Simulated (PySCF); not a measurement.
# Unknown compound

The spectra below were simulated for a compound C₆H₈F₂O.

1H NMR (400 MHz, computed): δ 7.28 (m, 1H), 6.35 (m, 1H), 5.46 (m, 1H), 5.43 (m, 1H), 5.35 (m, 1H), 3.75 (s, 3H).

13C{1H} NMR (computed): δ 162.5 (C), 138.8 (CH), 122.3 (CH2), 121.7 (CH), 112.5 (CH), 56.4 (CH3).

Calculated, not measured (PySCF 2.14.0 with density-fitted response routines): shielding tensors at PBE0/pcSseg-1 (GIAO), GFN2-xTB geometry. Single conformer, non-relativistic, in vacuum, fast rotation and ring inversion assumed for equivalent nuclei.

References, each an isolated molecule treated in the same way: 1H (31.72 ppm) and 13C (186.93 ppm) vs TMS.

Deduce the structure.

Answers


Rings plus π bonds: 2 (no ring in the answer). 6 carbon signals for 6 carbons: no two carbons are equivalent. Carbon types of the structure: 1 × C, 3 × CH, 1 × CH2, 1 × CH3, which accounts for all hydrogens. δC 162.5: alkene carbon bearing oxygen; an sp2 carbon further deshielded by the attached heteroatom. δC 138.8: alkene CH; as expected for a trigonal carbon in a double bond. δC 122.3: terminal =CH2 carbon; the olefinic region. δC 121.7: allylic sp3 CH bonded to 2 F; 2 electronegative neighbours deshield it. δC 112.5: β carbon of an enol-ether or enamine type C=C; the O or N lone pair pushes π density onto this β carbon and shields it. δC 56.4: methyl carbon bonded to O; the inductive effect lowers its shielding. δH 3.75: hydrogen on a methyl carbon bonded to O; its carbon carries O, an electronegative neighbour.

Structure: `C=C/C=C(/OC)C(F)F`.

The shifts were computed for this structure.

Splittings by 19F in the carbon and heteronuclear signals aren't shown, as no couplings were computed. Shifts are as computed. Against solution values, carbons near 30 ppm lie about +3 ppm off and those near 130 ppm about +5 ppm. Of 1211 compounds with measured shifts, 218 miss one by over three times the rms of a fit or turn the order of signals round; such compounds aren't used in these exercises. No couplings were computed; multiplicities are counted from neighbouring protons, with m where these are inequivalent, close in shift, in a saturated or five-membered ring or joined by F or P, and br s for small geminal =CH2 splittings.
